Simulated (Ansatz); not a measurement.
`FC[SiH](F)S` → `FCF` + `[SiH]S` at 500 K and 1 bar (silylene formation by 1,1-elimination).

Program: Ansatz. Geometries: PBE0-D4/def2-TZVP. ΔE: electronic, gas phase. CCSD(T)/CBS adds triple-zeta CCSD(T) − MP2 to the extrapolated MP2 energy (def2 sets, frozen cores). This one scheme is used for every species. One conformer a species, not always the lowest.

```tsv
species	CCSD(T)/CBS energy (Eh)	H − E (kJ/mol)	S (J/(mol·K))
`FC[SiH](F)S`	-926.98460	180.9	411.4
`FCF`	-238.82660	107.3	272.2
`[SiH]S`	-688.02937	66.8	284.1
```

H − E and S are ideal-gas, rigid-rotor, harmonic terms from PBE0-D4/def2-TZVP, for one conformer and one mirror image of each species. 1 Eh = 2625.50 kJ/mol, R = 8.31446 J/(mol·K).

Question: By hand: ΔE, ΔH, ΔS and ΔG.

Answer: ΔE = (-238.82660) + (-688.02937) − (-926.98460) = 0.12863 Eh = 337.7 kJ/mol. Δ(H − E) = 107.3 + 66.8 − 180.9 = -6.8, so ΔH = 330.9 kJ/mol. ΔS = 272.2 + 284.1 − 411.4 = 144.9 J/(mol·K). ΔG = 330.9 − 500 × (144.9)/1000 = 258.4 kJ/mol.

Question: By hand: the equilibrium constant, and the temperature at which ΔG would vanish if ΔH and ΔS stayed fixed.

Answer: log₁₀ K = −ΔG/(RT ln 10) = -27.0. ΔG = 0 at ΔH/ΔS = 2284 K.

The number of gas molecules changes by +1, which sets the sign of ΔS. A doubt of 5 kJ/mol in ΔE shifts log₁₀ K by 0.5 here. Other conformers and mirror images would add mixing entropy, several J/(mol·K) or more a flexible species. These are equilibria of isolated gas molecules and say nothing of rates. Largest T1 diagnostic: 0.016 (customary marks: 0.02 for closed shells, 0.045 for open ones).
